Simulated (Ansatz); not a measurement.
Calculated with Ansatz (gas phase, PBE0-D4/def2-TZVP geometries, no zero-point term in ΔE). CCSD(T)/CBS adds triple-zeta CCSD(T) − MP2 to the extrapolated MP2 energy (def2 sets, frozen cores). This one scheme is used for every species. Functionals use def2-TZVPP. Each species was taken in one conformer, which may not be the lowest.

Reaction (ligand exchange at the Al–C bond): `COB(F)[CH2][AlH2]` + `N=C=O` → `O=C=[N][AlH2]` + `COB(C)F`

`COB(F)[CH2][AlH2]`:

Cartesian coordinates in Å:
```
C -0.261 0.841 -1.772
O 0.978 0.849 -1.098
B 1.245 0.002 -0.077
F 2.463 0.151 0.460
C 0.266 -1.031 0.537
Al -0.799 -0.243 1.979
H -0.405 -0.093 -2.323
H -0.257 1.668 -2.482
H -1.097 0.978 -1.080
H -0.456 -1.393 -0.203
H 0.816 -1.875 0.963
H -0.521 -0.615 3.494
H -1.970 0.762 1.600
```

`N=C=O`:

Cartesian coordinates in Å:
```
N -0.683 0.314 -0.143
C 0.348 -0.098 0.334
O 1.292 -0.441 0.914
H -0.956 0.224 -1.105
```

`O=C=[N][AlH2]`:

```xyz
6

O    -1.279   -2.206    1.372
C    -0.764   -1.317    0.821
N    -0.235   -0.405    0.257
Al    0.546    0.941   -0.586
H     1.121    2.114    0.294
H     0.612    0.874   -2.158
```

`COB(C)F`:

Cartesian coordinates in Å:
```
C -0.137 -1.498 0.644
O 0.948 -0.837 0.036
B 0.884 0.419 -0.449
C -0.375 1.355 -0.425
F 2.023 0.861 -0.986
H -0.376 -2.394 0.068
H 0.154 -1.801 1.652
H -1.027 -0.868 0.706
H -1.221 0.902 -0.951
H -0.162 2.316 -0.893
H -0.712 1.544 0.598
```

| level | ΔE (kcal/mol) |
| --- | --- |
| PBE0 | -30.7 |
| MP2/CBS(def2) | -32.1 |

(1) What does CCSD(T)/CBS give? (Best estimate.)

Largest T1 diagnostic among the species: 0.018.

## Answers

(1) Computed: -31.5 kcal/mol. The listed levels differ from it by 0.8, -0.6 kcal/mol.

From PBE to PBE0 (25 % exact exchange), in def2-TZVPP and without D4, ΔE moves by −1.5 kcal/mol. In def2-TZVPP, CCSD(T) changes the Hartree–Fock value by +6.5 kcal/mol (the triples alone add +1.0 kcal/mol) and MP2 by +5.9 kcal/mol.
